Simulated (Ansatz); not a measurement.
Species: sum formula AlClF2, charge 0, multiplicity 1. SMILES: [F][Al]([F])[Cl]
Structure (B3LYP-D3(BJ)/def2-TZVP (Ansatz, a first-principles code) minimum search):
```
Al
F 1 1.6360
F 1 1.6360 2 118.87
Cl 1 2.0683 2 120.57 3 -180.00
```

Wanted: vertical electron affinity (to the doublet state of charge -1; a negative value means that the extra electron is unbound and the number depends on the basis; each state is the SCF solution reached for its spin), in eV. Correlated levels leave the core frozen unless marked. Open shells are spin-unrestricted. No spin-orbit coupling. No relativistic terms. Anions need diffuse functions: aug- sets have them; def2-D sets add few. Basis-set limits of correlation are two-point, X^-3; Hartree-Fock from the larger set. [CCSD(T)-MP2]/basis is that difference in the basis named.

```tsv
level	program	vertical electron affinity (eV)	minus last row
HF/aug-cc-pV(D+d)Z	Ansatz	-0.46	-0.57
PBE/def2-TZVPD	Ansatz	0.35	0.24
PBE0/def2-TZVPD	Ansatz	0.22	0.11
wB97M-V/def2-TZVPD	Ansatz	0.04	-0.07
wB97X-V/def2-TZVPD	Ansatz	-0.07	-0.18
wB97X/def2-TZVPD	Ansatz	-0.14	-0.25
B2PLYP/def2-TZVPD	Ansatz	0.12	0.01
MP2/aug-cc-pV(D+d)Z	Ansatz	-0.03	-0.14
MP2/aug-cc-pV(T+d)Z	Ansatz	0.00	-0.11
RI-MP2/aug-cc-pV(Q+d)Z	Ansatz	0.03	-0.08
SCS-MP2/aug-cc-pV(D+d)Z	Ansatz	-0.13	-0.24
SCS-MP2/aug-cc-pV(Q+d)Z	Ansatz	-0.06	-0.17
CCSD(T)/aug-cc-pV(D+d)Z	Ansatz	0.03	-0.08
RI-MP2/CBS(aug-cc-pV(T+d)Z,aug-cc-pV(Q+d)Z)+[CCSD(T)-MP2]/aug-cc-pV(D+d)Z	Ansatz	0.06	-0.05
CCSD(T)/CBS(aug-cc-pV(T+d)Z,aug-cc-pV(Q+d)Z)	Ansatz	0.11	0.00
```
